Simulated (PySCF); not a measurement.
## Spin states and ions at one geometry of [Bi(OH)2]+

PySCF 2.14.0, RKS BP86, Bi def2-SVP with ECP60, O def2-SVP, H def2-SVP; non-relativistic Hamiltonian with scalar-relativistic core potentials where named; density fitting; no spin-orbit coupling; singlets restricted, open shells unrestricted. The geometry is relaxed for charge +1, singlet, vacuum:

```xyz
5

Bi    0.0910    1.2493   -0.1018
O     0.0016    0.1556    1.6324
H    -0.0694   -0.8269    1.6250
O     0.0016   -0.1106   -1.6360
H    -0.0694   -1.0790   -1.4698
```

Energies count from the relaxed state; an electron taken off or put on is at rest in vacuum. Charges and spins are Mulliken's.

```csv
state,energy (eV),spin squared,charge on Bi1 (e),spin on Bi1 (e),dipole about the centre of mass (D)
"charge +1, singlet, vacuum",0.00,0.00,1.28,0.00,1.62
"charge +2, doublet, vacuum",16.72,0.78,1.68,-0.15,4.61
"charge 0, doublet, vacuum",-6.88,0.75,0.62,0.82,0.75
```

Question: What does the state charge +1, triplet, vacuum give?

Answer: energy (eV) 3.16, spin squared 2.00, charge on Bi1 (e) 0.96, spin on Bi1 (e) 0.88, dipole about the centre of mass (D) 3.90.

With an electron taken off (doublet) the charges change, summed by element, by Bi +0.40 e, O +0.47 e, H +0.13 e. The vertical ionisation energy is 16.72 eV, against −ε(HOMO) = 13.20 eV of the relaxed state. The level lies 3.5 eV too high, as is usual for semilocal functionals and global hybrids, which keep a self-interaction error.

With an electron put on (doublet) the charges change, summed by element, by Bi -0.66 e, O -0.21 e, H -0.13 e. The vertical electron affinity is 6.88 eV, against −ε(LUMO) = 10.09 eV of the relaxed state.

Open shells may have lower solutions than those found.
